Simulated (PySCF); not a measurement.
# Worked example: chemical shift, span and skew from a shielding tensor

chloro(silyl)silane (ClH₅Si₂), SMILES [SiH3][SiH2]Cl. Atoms are numbered in the order given.

```xyz
8

Si     1.8224    -0.2149     0.3586
Si    -0.4923    -0.5956     0.4274
Cl    -1.3928     0.8310    -0.8088
H      2.5350    -1.1960     1.2304
H      2.3036    -0.3623    -1.0450
H      2.1075     1.1681     0.8372
H     -1.0413    -0.4397     1.8036
H     -0.8488    -1.9502    -0.0802
```
Charge 0, spin multiplicity 1.

The structure is a stationary point at B3LYP-D3(BJ)/def2-SVP.

GIAO shieldings from HF/pcSseg-1 in PySCF, non-relativistic, no solvent. The symmetric part of the tensor of Si1 has the principal values 476.9, 480.1, 491.0 ppm. The same nucleus in TMS has σ = 393.8 ppm at this level (PySCF, at its B3LYP-D3(BJ)/def2-TZVP geometry). Without spin–orbit terms, shifts of atoms bonded to Cl or Br come out too high.

### Question
Work out the isotropic shielding, the ²⁹Si shift against TMS, the span and the skew.

### Answer

σ(iso) = (σ11 + σ22 + σ33)/3 = 482.7 ppm. δ = σ(ref) − σ(iso) = 393.8 − (482.7) = -88.9 ppm.
Span Ω = σ33 − σ11 = 14.1 ppm. Skew κ = 3(σ(iso) − σ22)/Ω = 0.55. Tumbling in solution averages the tensor to δ; in a static solid the shielding alone would spread this spin-1/2 line over Ω.
